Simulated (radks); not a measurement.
Results of a calculation; reference values are marked as such.
Valence configurations of neutral phosphorus (all share [Ne]). Code: a radial shooting solver on a logarithmic mesh with Libxc functionals. Model: scalar-relativistic Kohn-Sham, r2SCAN, spin-unpolarised, spherical densities, finite nucleus; meta-GGA in the generalised Kohn-Sham scheme; Fermi nuclear charge, rms radius 3.1889 fm. Energies are relative to 3s2 3p3; eigenvalues in eV.

valence	E (eV)	e(3p)	e(3s)
3s2 3p3	0.000	-5.618	-14.501
3s1 3p4	8.934	-6.223	-15.205
3s0.5 3p4.5	13.435	-6.504	-15.525
3p5	17.954	-6.772	-
3s1.5 3p3.5	4.455	-5.928	-14.864

NIST lists [Ne] 3s2 3p3 as the ground configuration; this level of theory agrees among the configurations tried. The energies are those of spherical spin-averaged densities, not of single terms.
